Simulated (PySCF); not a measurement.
SMILES O=C(O)[SiH2]CO at its GFN2-xTB optimised geometry (Å):

```
12

O      2.1063    -1.4866    -0.7042
C      1.3838    -0.8299     0.0000
O      1.8671     0.0055     0.9309
Si    -0.5335    -0.8299     0.0000
C     -1.1255     0.9915     0.0000
O     -2.5431     1.0707     0.0607
H      2.8406    -0.0071     0.9439
H     -1.0253    -1.5704    -1.1569
H     -0.9573    -1.4535     1.2631
H     -0.8567     1.4983    -0.9297
H     -0.6798     1.5704     0.8201
H     -2.8406     0.6829     0.8892
```

Method: B3LYP/def2-TZVP (PySCF). Cells within 0.4 Å of a nucleus heavier than hydrogen are left out (blank, or x).

Map of the electrostatic potential (hartree/e), clipped to [-0.08, 0.12] on the plane z = 0.8 Å:

```
|1111111122222222222222222|
|1111111122222222222222222|
|1111111112222222222222222|
|1111111112222222222222222|
|1111111112222222222222222|
|1111000112232222222222222|
|1110000123553222222222222|
|1111000138996321122233332|
|1112246589999321112333333|
|2224999999998310023454433|
|2237999999996422798986543|
|2347999999998659999999543|
|2335999899999999xx9999643|
|2234566799999999999998543|
|2233445699999999999985433|
|2223334599999999996443322|
|2222333479999989953222222|
|2222223347987655421111122|
|2222222233444433211111111|
|2222222222333322111111111|
|2222222222222222111111111|
|2222222222222221111111111|
|2222222222222211111111111|
|2222222222222211111111111|
|2222222222222211111111111|
```
Scale: ten equal steps from -0.032 (start of '0') to 0.120 (end of '9'), in the order '0123456789'; x runs from -5.00 to 5.00, y from -5.00 (bottom) to 5.00 (top).
